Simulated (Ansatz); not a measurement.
Ansatz (a program for electronic structure) input file for C₂H₈Sn, SMILES [CH3][SnH2][CH3], PBE-D3(BJ)/def2-SVP. 

Ansatz 0.2 input:
```yaml
crystal:
  periodic: [false, false, false]
  atoms:
    - {symbol: Sn, position_ang: [0.00000000, 0.00000000, -0.31068806]}
    - {symbol: C, position_ang: [1.77704783, -0.00000000, 0.93700910]}
    - {symbol: C, position_ang: [-1.77704784, -0.00000000, 0.93700910]}
    - {symbol: H, position_ang: [-0.00000000, -1.40150605, -1.31962605]}
    - {symbol: H, position_ang: [0.00000000, 1.40150606, -1.31962605]}
    - {symbol: H, position_ang: [1.78437403, 0.89501566, 1.57612999]}
    - {symbol: H, position_ang: [2.68198919, 0.00000000, 0.31251286]}
    - {symbol: H, position_ang: [1.78437402, -0.89501565, 1.57612999]}
    - {symbol: H, position_ang: [-2.68198919, 0.00000000, 0.31251284]}
    - {symbol: H, position_ang: [-1.78437403, 0.89501567, 1.57612998]}
    - {symbol: H, position_ang: [-1.78437403, -0.89501567, 1.57612998]}
basis:
  gaussian:
    orbitals: def2-SVP
hamiltonian:
  xc: pbe
  dispersion: d3bj
relax: {f_tol: 0.002, max_steps: 200}
```

It prints:

```
WARN ansatz: RAYON_NUM_THREADS=1 ignored (pool sized by the plan → 1); use --threads N
Functional definition: PBE
integrals: 0.04 GiB planned
1071 factors; their error is unknown
mean field: 0.23 GiB planned
mean field evaluation 1: about -8016.4084 eV, gradient 7.3e1 eV
mean field evaluation 2: about -7992.1558 eV, gradient 1.1e2 eV
mean field evaluation 4: about -8030.1295 eV, gradient 4.0e0 eV
mean field evaluation 8: about -8030.1883 eV, gradient 4.0e-2 eV
mean field evaluation 16: about -8030.1638 eV, gradient 6.7e-6 eV
mean field -8030.16383148 eV, -295.1030777663 hartree, gradient 4.7e-6 eV, S^2 0.000000; 0 other end points of the search recorded, 0 dependent functions left out
the calculation of the forces begins
reference -8030.16387256 eV, -295.1030792760 hartree; 21, 21 occupied and 73, 73 virtual orbitals, 1071 factors
relax step   1: F+E_penalty+E_count = -8030.35148166 eV  Δ(F+E_penalty+E_count) = +0.000e0 eV  max|allowed force component| = 1.962e-1 eV/Å  Δτ_max = 0.0000 Å  (27 SCF iters, accepted)
these checks for a lower state are left out or cut short: starts, cluster_reference, orbital_swaps, neighbouring_geometries, increment
integrals: 0.04 GiB planned
1071 factors; their error is unknown
mean field: 0.23 GiB planned
mean field -8030.16966768 eV, -295.1032922429 hartree, gradient 1.7e-5 eV, S^2 0.000000; 0 other end points of the search recorded, 0 dependent functions left out
the calculation of the forces begins
reference -8030.16970876 eV, -295.1032937524 hartree; 21, 21 occupied and 73, 73 virtual orbitals, 1071 factors
relax step   2: F+E_penalty+E_count = -8030.35697495 eV  Δ(F+E_penalty+E_count) = -5.493e-3 eV  max|allowed force component| = 5.551e-2 eV/Å  Δτ_max = 0.0134 Å  (28 SCF iters, accepted)
these checks for a lower state are left out or cut short: starts, cluster_reference, orbital_swaps, neighbouring_geometries, increment
integrals: 0.04 GiB planned
1071 factors; their error is unknown
mean field: 0.23 GiB planned
mean field evaluation 32: about -8030.1703 eV, gradient 1.7e-5 eV
mean field -8030.17030506 eV, -295.1033156661 hartree, gradient 1.7e-5 eV, S^2 0.000000; 0 other end points of the search recorded, 0 dependent functions left out
the calculation of the forces begins
reference -8030.17034614 eV, -295.1033171755 hartree; 21, 21 occupied and 73, 73 virtual orbitals, 1071 factors
relax step   3: F+E_penalty+E_count = -8030.35755868 eV  Δ(F+E_penalty+E_count) = -5.837e-4 eV  max|allowed force component| = 2.229e-2 eV/Å  Δτ_max = 0.0072 Å  (29 SCF iters, accepted)
these checks for a lower state are left out or cut short: starts, cluster_reference, orbital_swaps, neighbouring_geometries, increment
integrals: 0.04 GiB planned
1071 factors; their error is unknown
mean field: 0.23 GiB planned
mean field -8030.17030685 eV, -295.1033157319 hartree, gradient 1.7e-5 eV, S^2 0.000000; 0 other end points of the search recorded, 0 dependent functions left out
the calculation of the forces begins
reference -8030.17034791 eV, -295.1033172408 hartree; 21, 21 occupied and 73, 73 virtual orbitals, 1071 factors
relax step   4: F+E_penalty+E_count = -8030.35759642 eV  Δ(F+E_penalty+E_count) = -3.774e-5 eV  max|allowed force component| = 1.692e-2 eV/Å  Δτ_max = 0.0047 Å  (22 SCF iters, accepted)
these checks for a lower state are left out or cut short: starts, cluster_reference, orbital_swaps, neighbouring_geometries, increment
integrals: 0.04 GiB planned
1071 factors; their error is unknown
mean field: 0.23 GiB planned
mean field -8030.17035406 eV, -295.1033174667 hartree, gradient 2.3e-5 eV, S^2 0.000000; 0 other end points of the search recorded, 0 dependent functions left out
the calculation of the forces begins
reference -8030.17039511 eV, -295.1033189753 hartree; 21, 21 occupied and 73, 73 virtual orbitals, 1071 factors
relax step   5: F+E_penalty+E_count = -8030.35762149 eV  Δ(F+E_penalty+E_count) = -2.507e-5 eV  max|allowed force component| = 8.998e-3 eV/Å  Δτ_max = 0.0020 Å  (20 SCF iters, accepted)
these checks for a lower state are left out or cut short: starts, cluster_reference, orbital_swaps, neighbouring_geometries, increment
integrals: 0.04 GiB planned
1071 factors; their error is unknown
mean field: 0.23 GiB planned
mean field -8030.17035598 eV, -295.1033175375 hartree, gradient 1.3e-5 eV, S^2 0.000000; 0 other end points of the search recorded, 0 dependent functions left out
the calculation of the forces begins
reference -8030.17039704 eV, -295.1033190464 hartree; 21, 21 occupied and 73, 73 virtual orbitals, 1071 factors
relax step   6: F+E_penalty+E_count = -8030.35762902 eV  Δ(F+E_penalty+E_count) = -7.532e-6 eV  max|allowed force component| = 1.131e-3 eV/Å  Δτ_max = 0.0012 Å  (20 SCF iters, accepted)
integrals: 0.04 GiB planned
1071 factors; their error is unknown
mean field: 0.23 GiB planned
mean field evaluation 64: about -8030.1950 eV, gradient 1.8e-1 eV
mean field -8030.17035598 eV, -295.1033175375 hartree, gradient 1.3e-5 eV, S^2 0.000000; 1 other end points of the search recorded, 0 dependent functions left out
the calculation of the forces begins
reference -8030.17039704 eV, -295.1033190464 hartree; 21, 21 occupied and 73, 73 virtual orbitals, 1071 factors
Total energy: -8030.35767008 eV, -295.1102012034 hartree
Atom 0 at     0.000000     0.000000    -0.309066 Å, force    -0.000000    -0.000000    -0.001131 eV/Å
Atom 1 at     1.779762    -0.000000     0.937473 Å, force     0.000361    -0.000000     0.000029 eV/Å
Atom 2 at    -1.779762     0.000000     0.937473 Å, force    -0.000361    -0.000000     0.000029 eV/Å
Atom 3 at    -0.000000    -1.408710    -1.323237 Å, force    -0.000000     0.000014     0.000129 eV/Å
Atom 4 at     0.000000     1.408710    -1.323237 Å, force     0.000000    -0.000014     0.000129 eV/Å
Atom 5 at     1.788233     0.901107     1.580424 Å, force    -0.000169    -0.000049     0.000152 eV/Å
Atom 6 at     2.688841     0.000000     0.306261 Å, force     0.000150    -0.000000     0.000104 eV/Å
Atom 7 at     1.788233    -0.901107     1.580424 Å, force    -0.000169     0.000049     0.000152 eV/Å
Atom 8 at    -2.688841     0.000000     0.306261 Å, force    -0.000150     0.000000     0.000104 eV/Å
Atom 9 at    -1.788233     0.901107     1.580424 Å, force     0.000169    -0.000049     0.000152 eV/Å
Atom 10 at    -1.788233    -0.901107     1.580424 Å, force     0.000169     0.000049     0.000152 eV/Å
Dipole moment:    -0.000000    -0.000000     0.170228 e Å
```

The calculation finished and met its thresholds.
